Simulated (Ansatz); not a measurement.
Basis-set extrapolation for CH4B2O (`BB1CO1`) (PBE0-D4/def2-TZVP geometry, frozen core, Ansatz 0.2.0). Multiplicity 1, RHF reference.

|  | def2-TZVPP | def2-QZVPP |
| --- | --- | --- |
| HF | -164.445753 | -164.453442 |
| MP2 correlation | -0.589509 | -0.630927 |
| CCSD(T) correlation | -0.645566 | not run |

Energies in hartree. Use E(X) = E(∞) + A·exp(−7.88·√X) for Hartree–Fock and E(X) = E(∞) + B·X^(−2.97) for correlation, with X = 3 and 4, and add CCSD(T) minus MP2 of the smaller set to the MP2 limit.

What is the CCSD(T) energy at the basis-set limit?

HF limit: -164.453442 + (-0.007689) × 0.13774 = -164.45450. MP2 limit: -0.630927 + (-0.041418) × 0.74074 = -0.66161. Higher-order term: -0.645566 − (-0.589509) = -0.05606. Total: -165.17217 hartree, 2.20 eV below CCSD(T)/def2-TZVPP.
